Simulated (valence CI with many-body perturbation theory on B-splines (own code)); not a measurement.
## La17+: fill in the table

Computed by configuration interaction combined with many-body perturbation theory (CI+MBPT): four valence electrons over a frozen Dirac-Fock core [Kr], a basis of 7 s, 7 p, 8 d, 6 f, 4 g, 1 h functions for each j, with the one-electron correlation potential Σ1, the two-electron term Σ2, the three-electron term Σ3, Breit, model QED; selected CI, second order for the rest, scaled by the run's own slope (own B-spline code, finite nucleus).

No measured levels were compared; by estimate terms of the open shell hold to 2 to 4 % of their energy, and close levels can change places. The list stops below the first excitations out of the core.

```csv
Level,E (eV)
(4d3/2^4) J=0,0.000
(4d3/2^3 4d5/2) J=1,1.751
(4d3/2^2 4d5/2^2) J=2 [a],?
(4d3/2^2 4d5/2^2) J=3 [a],4.048
(4d3/2^3 4d5/2) J=4,4.479
(4d3/2^2 4d5/2^2) J=0 [a],6.385
(4d3/2^2 4d5/2^2) J=4 [a],6.673
(4d3/2^2 4d5/2^2) J=3 [b],7.745
(4d3/2^2 4d5/2^2) J=2 [b],?
(4d3/2^2 4d5/2^2) J=5,8.256
(4d3/2^2 4d5/2^2) J=1,8.573
(4d3/2^2 4d5/2^2) J=6,?
(4d3/2^2 4d5/2^2) J=4 [b],9.742
(4d3/2^2 4d5/2^2) J=2 [c],10.049
(4d3/2^2 4d5/2^2) J=3 [c],?
(4d3/2 4d5/2^3) J=4 [a],10.624
(4d3/2 4d5/2^3) J=3 [a],11.594
(4d3/2 4d5/2^3) J=2 [a],?
(4d3/2 4d5/2^3) J=5,?
(4d3/2 4d5/2^3) J=1 [a],12.736
```

Levels are named by their leading jj configuration (3d3/2^4 stands for four electrons in 3d with j = 3/2), which in mixed levels can hold well under half, so a name can repeat and another be missing. Letters in brackets count levels of one name in rising energy.

(1) The levels stand in rising order. What does the calculation give for the missing energies?

Results:

(1) (4d3/2^2 4d5/2^2) J=2 [a] 3.101; (4d3/2^2 4d5/2^2) J=2 [b] 8.060; (4d3/2^2 4d5/2^2) J=6 8.940; (4d3/2^2 4d5/2^2) J=3 [c] 10.352; (4d3/2 4d5/2^3) J=2 [a] 12.274; (4d3/2 4d5/2^3) J=5 12.317.
